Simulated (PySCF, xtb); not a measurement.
Zn(NH2)2 (H₄N₂Zn), SMILES [NH2][Zn][NH2]. One conformer was computed; it need not be the lowest.

Harmonic wavenumbers (cm⁻¹) from xtb with GFN2-xTB at its own minimum, in rising order: 84, 99, 134, 403, 495, 537, 559, 604, 618, 1530, 1536, 3431, 3439, 3460, 3466.

Problem. What does TPSSh-D3(BJ)/def2-TZVP (PySCF) give at its own minimum? (An estimate is asked for; the answer gives what the named calculation found.)

Solution. 160, 163, 212, 416, 424, 602, 724, 762, 762, 1572, 1574, 3506, 3507, 3594, 3594. Paired by order, the mean absolute difference is 88 cm⁻¹ and the zero-point energies are 29.2 and 30.8 kcal/mol.
